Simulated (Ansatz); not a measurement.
Geometry optimisation, RKS LDA/def2-SVP in Ansatz 0.2.0.

Input:

```yaml
crystal:
  periodic: [false, false, false]
  atoms:
    - { symbol: Sn, position_ang: [-0.809339, 1.089963, -2.000739] }
    - { symbol: Cl, position_ang: [0.664278, -0.623076, -1.188244] }
    - { symbol: H, position_ang: [-0.722224, 0.886586, -3.699282] }
    - { symbol: H, position_ang: [-0.12286, 2.553669, -1.454952] }
    - { symbol: H, position_ang: [-2.342222, 0.720731, -1.348476] }
    - { symbol: H, position_ang: [0.012569, 0.065922, 0.797941] }
    - { symbol: F, position_ang: [-0.576873, 0.646403, 1.213479] }
    - { symbol: H, position_ang: [1.211816, -1.783303, 1.104351] }
    - { symbol: "N", position_ang: [1.058583, -1.547618, 2.09151] }
    - { symbol: H, position_ang: [0.060686, -1.334334, 2.206383] }
    - { symbol: H, position_ang: [1.565586, -0.674943, 2.278027] }
basis:
  gaussian: { orbitals: def2-SVP }
hamiltonian:
  xc: lda
relax:
  f_tol: 0.03
  max_steps: 50
```

Command:

```bash
$ ansatz run input.yaml --threads 2 --pin off --max-ram 3072MiB --backend cpu --events-out ev --progress --plain --runs-dir out
```

Problem. Where does it end, and by what steps?

Solution. The forces met the threshold. After 14 steps the energy has fallen by 0.991 eV; N9 moved furthest, 0.82 Å. Joined: Sn1–F7 (3.25 → 2.34 Å).

```
step  energy less start (eV)  largest force component (eV/Å)  accepted
   0                  0.0000                           1.051       yes
   1                 -0.0652                           0.444       yes
   2                 -0.1030                           0.596       yes
   3                 -0.1222                           0.769       yes
   4                 -0.2234                           0.358       yes
   5                 -0.2720                           1.197       yes
   6                 -0.3463                           1.039       yes
   7                 -0.5506                           1.098       yes
   8                 -0.7316                           2.103       yes
   9                 -0.9503                           0.695       yes
  10                 -0.9734                           0.286       yes
  11                 -0.9855                           0.129       yes
  12                 -0.9872                           0.241       yes
  13                 -0.9895                           0.131       yes
  14                 -0.9912                           0.020       yes
```

```xyz
11
Properties=species:S:1:pos:R:3
Sn -0.689 0.913 -1.609
Cl 0.881 -0.926 -1.383
H -0.682 0.746 -3.349
H 0.004 2.446 -1.286
H -2.273 0.481 -1.115
H -0.003 0.116 1.263
F -0.484 0.934 0.726
H 0.954 -1.288 0.715
N 0.670 -0.963 1.671
H 0.111 -1.692 2.135
H 1.510 -0.768 2.232
```

Run time: 25 s on 2 threads of Arm Neoverse V1, with other jobs on the host, peak memory 0.15 GiB.
